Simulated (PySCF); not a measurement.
A structure optimised at PBE0-D3(BJ)/def2-TZVP, used in a PySCF frequency run:

```xyz
3

Be     0.0000     0.0000     0.0000
F      0.0000     0.0000    -1.3783
F      0.0000     0.0000     1.3783
```

**Question.** Write its SMILES, formula and point group.

**Answer.** [F][Be][F], BeF₂, D∞h

**Question.** What are its rotational constants (standard atomic weights)?

**Answer.** 7.0010 GHz (linear rotor, B only)
